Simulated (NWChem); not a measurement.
CHF, singlet; SMILES [CH]F

```xyz
3

C      0.1525     0.7122     0.0000
F     -0.0043    -0.5790     0.0000
H     -0.9110     1.0833     0.0000
```
Atoms are numbered in this order, from 1.

Results from NWChem. Low-valent species are run as closed-shell singlets; no triplet was tried in these runs. Geometry: optimised at PBE0-D3(BJ)/def2-TZVP. Level: PBE0/def2-SVP with SMD (1 M gas to 1 M solution), gas-phase geometry.

Problem. Order these by “cavity-dispersion-structure term (kcal/mol)”, lowest first: acetone; 1-propanol; ethylene glycol.

Solution. acetone (3.5), 1-propanol (4.0), ethylene glycol (5.6)
